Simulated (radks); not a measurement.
Q: Neutral technetium, [Kr] 4d5 5s2. Calculated with a radial shooting solver on a logarithmic mesh with Libxc functionals: non-relativistic Kohn-Sham, exchange-only PBE, spin-polarised, spherical densities, point nucleus. Every spin shell is full or empty, so the densities are truly spherical. Functionals are evaluated on that one density, not self-consistently. Rank these orbital-free kinetic functionals by their error against the exact value of the orbitals, and give that value: Thomas-Fermi, von Weizsacker, TF + vW, TF + vW/9, TF + vW/5, APBEK, Perdew 92, LKT, PG1, DePristo-Kress, Ernzerhof.

A: Exact: 4204.26 hartree. From best to worst, with 100 (|E| - |E exact|)/|E exact| (equal figures are ties): DePristo-Kress -0.06, APBEK +0.14, Ernzerhof -0.37, Perdew 92 -0.67, TF + vW/9 -0.68, TF + vW/5 +3.21, Thomas-Fermi -5.53, PG1 +16.04, LKT +20.36, TF + vW +38.17, von Weizsacker -56.30.
